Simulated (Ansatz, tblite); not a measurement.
Cost and result up the ladder for Pb2O5H6, a hydroxylated oxide cluster (13 atoms). Charge 0, multiplicity 1. Geometry: r2SCAN-D4/def2-SVP.

Cartesian coordinates in Å:
```
Pb -0.936 0.177 1.466
Pb 0.061 -0.540 -1.669
O 2.354 -1.458 -0.683
O -0.142 -1.911 0.105
O -1.885 0.179 -0.612
O 0.898 0.667 0.082
O -1.020 2.302 0.769
H 1.698 -1.969 -0.156
H 2.362 -0.611 -0.194
H -0.811 -2.607 0.031
H -1.975 1.155 -0.638
H 0.584 1.605 0.094
H -1.191 3.010 1.404
```

Ansatz on 4 threads of Arm Neoverse V2 on a shared host; xTB runs through tblite on one thread. Times are rough, summed over both states, and most runs start from the orbitals of an earlier one. PBE0-D4/def2-TZVP serves as the yardstick here, not as an exact answer. The other state is a triplet.

In the def2 sets Pb takes a core potential; there is no spin–orbit coupling. The xTB rows come from tblite.

xTB has no spin-polarisation term.

| level | functions | wall time |
| --- | --- | --- |
| GFN1-xTB | 40 | 0.011 s |
| GFN2-xTB | 34 | 0.011 s |
| PBE-D4/def2-TZVP | 291 | 17 s |
| PBE0-D4/def2-TZVP (with forces) | 291 | 43 s |

Problem. Estimate what each level gives for the vertical triplet (eV).

Solution. 
```tsv
level	vertical triplet (eV)	difference from PBE0-D4/def2-TZVP (eV)
GFN1-xTB	6.71	2.22
GFN2-xTB	5.79	1.30
PBE-D4/def2-TZVP	4.04	-0.45
PBE0-D4/def2-TZVP (with forces)	4.49	0.00
```
